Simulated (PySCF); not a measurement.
## Bond curve of HgCl

Set-up: PySCF, scalar-relativistic core potentials, basis sets Hg def2-TZVPP with ECP60, Cl def2-TZVPP. Energies in eV from Hg + Cl in their ground configurations at the same level. State: ²Σ⁺ (doublet), unpaired electrons σ ↑.

All columns are PBE0. A positive dipole means Hg(−)Cl(+).

```
R (Å)  E (eV)  μ (D)  Mulliken charge on Hg (basis-dependent)  HOMO (eV)  LUMO (eV)  Mayer bond order  ⟨S²⟩
2.071  -0.366  -1.63                                     0.37      -6.54      -3.54              1.09  0.75
2.167  -0.815  -2.03                                     0.38      -6.75      -3.82              1.01  0.75
2.264  -1.046  -2.42                                     0.38      -6.96      -4.09              0.95  0.76
2.336  -1.121  -2.70                                     0.37      -7.10      -4.28              0.91  0.76
2.408  -1.139  -2.94                                     0.37      -7.24      -4.45              0.87  0.76
2.480  -1.116  -3.16                                     0.36      -7.37      -4.61              0.84  0.76
2.577  -1.045  -3.38                                     0.35      -7.53      -4.79              0.79  0.76
2.697  -0.922  -3.55                                     0.33      -7.72      -4.99              0.74  0.76
2.841  -0.762  -3.60                                     0.30      -7.92      -5.18              0.66  0.76
3.034  -0.566  -3.44                                     0.25      -8.11      -5.37              0.55  0.76
```

A fit through these points gives, at Re = 2.399 Å, μ = -2.91 D and dμ/dR = -3.26 D/Å; the reduced mass is 29.81 u.

Question: How strong is the fundamental in the double-harmonic approximation, I = 42.26·(dμ/dR)²/μred km/mol?

Answer: I = 42.26·(-3.26)²/29.81 = 15.1 km/mol at PBE0.

Spin–orbit coupling is left out, which matters for elements this heavy, above all for dissociation energies. The state was picked by a PBE0 search and need not be the measured ground state.
